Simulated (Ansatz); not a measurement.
Wavefunction ladder for `C#C[C](=O)[GaH2]`

```
atom   x (Å)   y (Å)   z (Å)
  C1  -0.753  -2.069  -0.581
  C2  -0.281  -0.972  -0.743
  C3   0.266   0.366  -0.759
  O4   0.642   0.903  -1.779
 Ga5   0.394   1.355   1.026
  H6  -1.168  -3.043  -0.467
  H7   0.990   2.799   0.956
  H8  -0.090   0.662   2.347
```

The species carries charge 0 and has multiplicity 1. Correlated methods include outer-core shells of Ga, which these sets cover unevenly. Scalar relativity is left out up to krypton. All single points use the PBE0-D4/def2-TZVP geometry. Frozen core, restricted reference, Ansatz.

```
     basis      HF (Eh)  MP2 corr.  CCSD corr.       (T)  CCSD(T) total
  def2-SVP  -2112.95306   -0.76437    -0.78063  -0.03140    -2113.76509
def2-TZVPP  -2113.42420          ?           ?  -0.04543              ?
def2-QZVPP            ?          ?           –         –              –
```

Q: Fill in the withheld values. (An estimate is asked.)

A: The calculation gave: def2-TZVPP MP2 corr.: -0.90416; def2-TZVPP CCSD corr.: -0.91526; def2-TZVPP CCSD(T) total: -2114.38489; def2-QZVPP HF (Eh): -2113.47278; def2-QZVPP MP2 corr.: -1.19832.
